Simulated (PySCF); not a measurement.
Cl3HHfS, multiplicity 1. Atoms are numbered in the order given.

```xyz
6

Hf     0.0401    -0.0058     0.0000
Cl     0.5005     1.2758    -1.8957
Cl     0.5005     1.2758     1.8957
Cl     1.1612    -2.0448     0.0000
S     -2.3108    -0.5592     0.0000
H     -2.6709     0.7485     0.0000
```
Charge 0, spin multiplicity 1.

Geometry: PBE0-D3(BJ)/def2-SVP. The spin state was assumed, not searched. The structure was generated by enumeration; whether it is a known compound was not checked. The def2 effective core potentials stand for the cores of Hf; spin–orbit coupling is left out. One conformer was computed; it need not be the lowest.

The numbers are results of PBE0/def2-TZVP run with PySCF, not measurements.

Symmetry labels are those of the subgroup Cs that the program uses (full group Cs).

**Question.** List the valence orbital energies around the gap with their symmetry. (An estimate is asked for; the answer gives what the named calculation found.)

**Answer.** 
```csv
orbital,symmetry,energy (eV)
HOMO−7,A",-10.46
HOMO−6,A',-10.46
HOMO−5,A',-10.25
HOMO−4,A",-9.96
HOMO−3,A',-9.91
HOMO−2,A",-9.62
HOMO−1,A',-9.35
HOMO,A",-8.27
LUMO,A',-2.37
LUMO+1,A",-2.01
LUMO+2,A',-1.49
LUMO+3,A',-1.38
```
